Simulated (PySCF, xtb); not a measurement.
pivalic acid (C5H10O2), SMILES CC(C)(C)C(=O)O. The values are those of a single conformer.

Harmonic wavenumbers (cm⁻¹) from GFN2-xTB in xtb 6.7.1 at its own minimum, in rising order: 31, 166, 196, 229, 238, 247, 338, 342, 366, 492, 568, 603, 734, 746, 898, 969, 969, 971, 1036, 1036, 1124, 1195, 1232, 1257, 1282, 1398, 1404, 1424, 1478, 1490, 1490, 1493, 1497, 1509, 1790, 3030, 3034, 3036, 3036, 3044, 3046, 3047, 3050, 3053, 3450.

Question: What does PySCF with B3LYP-D3(BJ)/def2-SVP give at its own minimum? (An estimate is asked for; the answer gives what the named calculation found.)

Answer: 42, 209, 239, 259, 277, 286, 351, 361, 378, 517, 580, 613, 736, 792, 872, 946, 952, 963, 1040, 1043, 1164, 1233, 1243, 1272, 1361, 1380, 1394, 1418, 1449, 1458, 1464, 1471, 1476, 1498, 1853, 3032, 3033, 3042, 3111, 3112, 3126, 3133, 3134, 3137, 3749. Paired by order, the mean absolute difference is 36 cm⁻¹ and the zero-point energies are 90.2 and 91.8 kcal/mol.
